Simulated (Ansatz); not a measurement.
Reaction (substitution at a C–Si bond): `FC/C=C/[SiH3]` + H–F → `F/C=C\CF` + SiH₄

Gas-phase electronic energies from Ansatz, PBE0-D4/def2-TZVP geometries. CCSD(T)/CBS is the MP2 limit (def2-TZVPP, def2-QZVPP) plus CCSD(T) − MP2 in def2-TZVPP, frozen cores. This one scheme is used for every species. Double bonds are as drawn, so ΔE can hold a change between cis and trans. DFT in def2-TZVPP. Each species was taken in one conformer, which may not be the lowest.

CCSD(T)/CBS gives +0.86 eV.

Problem. Another level gave +0.72 eV. Which?
A. MP2/def2-TZVPP
B. HF/def2-TZVPP
C. BHLYP-D4/def2-TZVPP
D. CCSD/def2-TZVPP

Solution. C. BHLYP-D4 0.72, HF/def2-TZVPP 0.60, MP2/def2-TZVPP 0.91, CCSD/def2-TZVPP 0.78 eV.

Problem. What do rigid-rotor, harmonic-oscillator terms from PBE0-D4/def2-TZVP frequencies (298.15 K, 1 bar) make of the CCSD(T)/CBS value? (An estimate is asked.)

Solution. Ansatz gave: ΔZPE = -0.02 eV, ΔH = +0.82 eV, ΔS = 2 J/(mol·K), ΔG = +0.82 eV.

Largest T1 diagnostic among the species: 0.012.

In def2-TZVPP, CCSD(T) changes the Hartree–Fock value by +0.19 eV (the triples alone add +0.02 eV) and MP2 by +0.31 eV. From r2SCAN to r2SCAN0 (25 % exact exchange), in def2-TZVPP and without D4, ΔE moves by +0.05 eV.
